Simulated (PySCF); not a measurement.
# Electronic structure of Mg⁺ (magnesium, charge +1) at the UHF level

Configuration: [Ne] 3p1, 2P determinant (an excited configuration). Computed with PySCF 2.14 in def2-TZVPPD, with no relativity, point nucleus.

| Property | Result |
| --- | --- |
| Total energy | -199.205737 hartree |
| One-electron energy | -274.8360 hartree |
| Hartree (Coulomb) energy | 91.4613 hartree |
| Exchange energy | -15.8310 hartree |
| Kinetic energy | 199.23694 hartree |
| ⟨S²⟩ | 0.7500 |
| ⟨L²⟩ | 2.000 |
| Sum of ⟨r⟩ | 9.286 bohr |
| Sum of ⟨r²⟩ | 19.30 bohr² |
| Traceless quadrupole moment −½Σ⟨3z² − r²⟩ along its main axis | -5.82 e·bohr² |
| Density at the nucleus (Gaussians lack the cusp) | 1050 bohr⁻³ |
| Spin density at the nucleus | -0.00212 bohr⁻³ |
| Langevin diamagnetic susceptibility | -15.3 ×10⁻⁶ cm³/mol |

| shell | electrons | mean orbital energy (eV) | spread (eV) | rms radius, mean of both spins (bohr) |
| --- | --- | --- | --- | --- |
| 1s α | 1 | -1344.9 | 0 | 0.152 |
| 1s β | 1 | -1344.8 | 0 | 0.152 |
| 2s α | 1 | -113.00 | 0 | 0.757 |
| 2s β | 1 | -112.88 | 0 | 0.757 |
| 2p α | 3 | -72.870 | 0.232 | 0.769 |
| 2p β | 3 | -72.664 | 0.253 | 0.769 |
| 3p α | 1 | -10.419 | 0 | 3.82 |

Spin-orbit constants ζ (cm⁻¹) from the X2C one-electron operator on these orbitals (non-relativistic here): bare nucleus, nucleus screened by l(l+1)(2l+1)/3 electrons, and screened by the Breit-Pauli mean field of the electrons.

```json
{"shell": "2p", "bare": "1747", "screened nucleus": "1456", "mean field": "1322"}
{"shell": "3p", "bare": "62.32", "screened nucleus": "51.93", "mean field": "46.27"}
```

To first order the Landé constant is A = 46.27 cm⁻¹, so the lowest level has J = 1/2 and lies 0.00574 eV below the centre of the term.
